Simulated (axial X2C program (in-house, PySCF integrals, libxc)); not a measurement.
Estimating the spin–orbit splitting of the π levels of TeF⁻

Computed with an in-house all-electron X2C program for linear molecules (integrals from PySCF). Spin-free means the one-electron spin-free X2C Hamiltonian; two-component (2c) means X2C with spin–orbit coupling and atomic mean-field two-electron Coulomb and Gaunt terms, so the difference of the two also holds small scalar two-electron terms. Basis: Te dyall-acv3z [12s13p9d5f1g], F dyall-av3z [7s6p3d2f] (cores contracted in-house); Gaussian nuclei, density fitting, unrestricted open shells. Masses: Te 129.906 u, F 18.998 u.

Hartree–Fock at 2.012 Å, closed shell. Valence p splittings ε(p3/2) − ε(p1/2) of spherical Dirac–Hartree–Fock atoms with fractionally filled p shells: Te 5p 0.853 eV, F 2p 0.072 eV.

```tsv
filled π level (eV), spin-free	F p share	Te p share
-10.88	0.93	0.03
-2.63	0.05	0.91
```

(1) In first order a p shell splits by 3ζ/2 and a π orbital by ζ. Estimate the splitting of each π level from the shares.

The two-component Hartree–Fock calculation gives:

```csv
ε(ω = 1/2) (eV),σ share of it,ε(ω = 3/2) (eV),splitting (eV),estimate (eV)
-10.852,0.01,-10.790,0.06,0.06
-2.977,0.02,-2.327,0.65,0.52
```

The estimate leaves out the mixing of π1/2 with σ1/2 levels, which pushes the ω = 1/2 spinor up or down, the d and f parts of the orbital, small shares of the strongly split outer-core p shell of a metal, the Gaunt term (absent from the atomic values), and the change of the atomic p orbitals with charge; Löwdin shares depend on the basis.

Results:

(1) level -10.88 eV: (2/3) × (0.93 × 0.072 + 0.03 × 0.853) = 0.06 eV; level -2.63 eV: (2/3) × (0.05 × 0.072 + 0.91 × 0.853) = 0.52 eV.
